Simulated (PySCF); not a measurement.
## Excitation energy of Sc by level of theory

Sc [Ar] 3d1 4s2 (2D) → Sc [Ar] 4s2 4p1 (2P), as a difference of total energies. Computed with PySCF 2.14 in aug-cc-pVQZ-DK (9s8p6d4f3g2h, 140 functions), with the spin-free X2C one-electron Hamiltonian (Gaussian nucleus). Correlated levels: valence: [Ar] frozen. The calculations carry no spin-orbit coupling.

Q: Order these methods by the excitation energy they give, lowest first.
A. PBE
B. UHF
C. PBE0
D. LDA

A: B (23163 cm⁻¹), C (28140 cm⁻¹), A (29871 cm⁻¹), D (30316 cm⁻¹).

For comparison: 18706 cm⁻¹ (measured; NIST levels, between the centres of gravity of the two terms).
